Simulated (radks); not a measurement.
Isoelectronic series with 14 electrons, each ion in its NIST ground configuration. Method: scalar-relativistic Kohn-Sham, PBEsol, spin-polarised, spherical densities, finite nucleus; open shells are filled with parallel spins first (spin-orbit coupling, left out, can overturn this in heavy ions); Fermi nuclear charge, rms radius of each element as measured or else 0.836 A^(1/3) + 0.57 fm; computed with a radial shooting solver on a logarithmic mesh with Libxc functionals. Total energies (hartree) and mean radii <r> (bohr) (* marks an orbital that is empty in some or all of the ions):

| ion | configuration | E (hartree) | 3p down* | 3p up | 3s down | 3s up |
|---|---|---|---|---|---|---|
| Si | [Ne] 3s2 3p2 | -289.32725 | 2.863 | 2.743 | 2.166 | 2.164 |
| Cl3+ | [Ne] 3s2 3p2 | -457.94828 | 1.526 | 1.508 | 1.399 | 1.393 |
| Ca6+ | [Ne] 3s2 3p2 | -667.42149 | 1.087 | 1.080 | 1.048 | 1.043 |
| V9+ | [Ne] 3s2 3p2 | -917.92030 | 0.8516 | 0.8473 | 0.8413 | 0.8381 |
| Fe12+ | [Ne] 3s2 3p2 | -1209.74762 | 0.7018 | 0.6991 | 0.7037 | 0.7013 |
| Cu15+ | [Ne] 3s2 3p2 | -1543.28511 | 0.5975 | 0.5956 | 0.6049 | 0.6031 |
| Ge18+ | [Ne] 3s2 3p2 | -1918.98276 | 0.5203 | 0.5190 | 0.5303 | 0.5289 |
| Br21+ | [Ne] 3s2 3p2 | -2337.35908 | 0.4609 | 0.4598 | 0.4719 | 0.4707 |
| Sr24+ | [Ne] 3s2 3p2 | -2799.00084 | 0.4135 | 0.4127 | 0.4248 | 0.4239 |
